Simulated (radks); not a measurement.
Species: Te4+. Configuration: [Kr] 4d10 5s2. Method: Dirac Kohn-Sham, PBE, spin-unpolarised, spherical densities, point nucleus; computed with a radial shooting solver on a logarithmic mesh with Libxc functionals. Some entries of the table are withheld. Estimate them.

orbital,occ.,eigenvalue (hartree),<r> (bohr)
1s1/2,2,-1163.162,0.02781
2s1/2,2,-179.6758,0.1194
2p1/2,2,-168.4402,0.1008
2p3/2,4,-158.3522,0.1064
3s1/2,2,-37.04283,0.3218
3p1/2,2,(1),0.3122
3p3/2,4,(2),0.3236
3d3/2,4,-22.39974,0.2946
3d5/2,6,-22.00651,0.2982
4s1/2,2,(3),0.7640
4p1/2,2,-6.03790,0.8003
4p3/2,4,-5.67993,0.8285
4d3/2,4,-3.13988,0.9532
4d5/2,6,-3.08504,0.9645
5s1/2,2,-1.95594,1.868

Answer. 
(1) 3p1/2 eigenvalue (hartree): -32.42423
(2) 3p3/2 eigenvalue (hartree): -30.54373
(3) 4s1/2 eigenvalue (hartree): -7.62638
